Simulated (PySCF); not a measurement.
H2Ge, triplet, at a GFN2-xTB geometry (the spin is typed, not shown lowest); B3LYP/6-311G** in PySCF.

Here is a job for PySCF.
```python
from pyscf import gto, scf, dft

mol = gto.Mole()
mol.atom = '''
    Ge    0.00156420    0.00038405    0.05289050
    H    -0.06808960   -1.28693347   -0.83567441
    H     0.01803519    1.27464401   -0.85682148
'''
mol.basis = '6-311g**'
mol.spin = 2
mol.verbose = 4
mol.build()

mf = dft.UKS(mol)
mf.xc = 'b3lyp'
mf = mf.newton()
mf.kernel()
```

What the program printed (banner, timings and long lists left out):

```
PySCF version 2.14.0

[INPUT] verbose = 4
[INPUT] num. atoms = 3
[INPUT] num. electrons = 34
[INPUT] charge = 0
[INPUT] spin (= nelec alpha-beta = 2S) = 2
[INPUT] symmetry False subgroup None
[INPUT] Mole.unit = angstrom
[INPUT] Symbol           X                Y                Z      unit          X                Y                Z       unit  Magmom
[INPUT]  1 Ge     0.001564200000   0.000384050000   0.052890500000 AA    0.002955909604   0.000725749318   0.099948559591 Bohr   0.0
[INPUT]  2 H     -0.068089600000  -1.286933470000  -0.835674410000 AA   -0.128670695931  -2.431951798836  -1.579195764207 Bohr   0.0
[INPUT]  3 H      0.018035190000   1.274644010000  -0.856821480000 AA    0.034081569704   2.408728085217  -1.619157934845 Bohr   0.0

nuclear repulsion = 21.8365113223665
number of shells = 26
number of NR pGTOs = 100
number of NR cGTOs = 56
basis = 6-311g**
ecp = {}

******** <class 'pyscf.soscf.newton_ah.SecondOrderUKS'> ********
method = SecondOrderUKS
initial guess = minao
damping factor = 0
level_shift factor = 0
DIIS = <class 'pyscf.scf.diis.CDIIS'>
diis_start_cycle = 1
diis_space = 8
diis_damp = 0
SCF conv_tol = 1e-09
SCF conv_tol_grad = None
SCF max_cycles = 50
direct_scf = True
direct_scf_tol = 1e-13
number electrons alpha = 18  beta = 16
XC library pyscf.dft.libxc version 7.1.2
    S. Lehtola, C. Steigemann, M. J. T. Oliveira, and M. A. L. Marques,  SoftwareX 7, 1–5 (2018)
XC functionals = b3lyp
    P. J. Stephens, F. J. Devlin, C. F. Chabalowski, and M. J. Frisch,  J. Phys. Chem. 98, 11623 (1994)
radial grids:
    Treutler-Ahlrichs [JCP 102, 346 (1995); DOI:10.1063/1.469408] (M4) radial grids

becke partition: Becke, JCP 88, 2547 (1988); DOI:10.1063/1.454033
pruning grids: <function nwchem_prune>
grids dens level: 3
symmetrized grids: False
atomic radii adjust function: <function treutler_atomic_radii_adjust>
small_rho_cutoff = 0
******** <class 'pyscf.dft.uks.UKS'> Newton solver flags ********
SCF tol = 1e-09
conv_tol_grad = None
max. SCF cycles = 50
direct_scf = True
direct_scf_tol = 1e-13
max_cycle_inner = 12
max_stepsize = 0.05
ah_start_tol = 1e+09
ah_level_shift = 0
ah_conv_tol = 1e-12
ah_lindep = 1e-14
ah_start_cycle = 1
ah_max_cycle = 40
ah_grad_trust_region = 2.5
kf_interval = 4
kf_trust_region = 5
canonicalization = True
Set conv_tol_grad to 3.16228e-05
tot grids = 40256

Initial guess E= -2078.06019332951  |g|= 1.13832
macro= 0  E= -2078.11557811254  delta_E= -0.0553848  |g|= 0.00239346  4 KF 13 JK
macro= 1  E= -2078.11557813142  delta_E= -1.88797e-08  |g|= 1.28461e-05  2 KF 6 JK
macro= 2  E= -2078.11557813141  delta_E= 5.00222e-12  |g|= 1.80043e-06  1 KF 2 JK
Canonicalize SCF orbitals
macro X = 3  E=-2078.11557813141  |g|= 1.80043e-06  total 8 KF 25 JK
converged SCF energy = -2078.11557813141  <S^2> = 2.0014923  2S+1 = 3.0009947
```
